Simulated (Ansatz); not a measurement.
A geometry relaxed with B3LYP-D3(BJ)/def2-SVP (Ansatz, a program for electronic structure), charge 0, multiplicity 1:

```xyz
19

C     -1.7420    -0.5033     0.9412
H      3.5352     0.9074    -1.6125
H     -3.5503     0.5128    -2.0885
C     -0.8614     0.3715    -1.1494
C      0.4622     0.2854    -0.6445
F     -0.2607    -1.0533     2.6864
C      3.0252     0.1112     0.3514
B     -3.3886     0.0960    -0.9684
H      2.1775    -0.6617     2.1834
H     -2.5829    -0.8115     1.5652
C     -1.9639    -0.0115    -0.3861
C     -0.4706    -0.5923     1.4422
H      4.0646     0.0682     0.6831
C      1.9965    -0.2886     1.1742
C      2.7191     0.5876    -0.9529
C      0.6686    -0.2086     0.6849
N      1.5006     0.6739    -1.4354
H     -4.3444    -0.2347    -0.3095
H     -0.9848     0.7515    -2.1648
```

Problem. Write the SMILES of this molecule.

Solution. `Bc1cc(F)c2cccnc2c1`
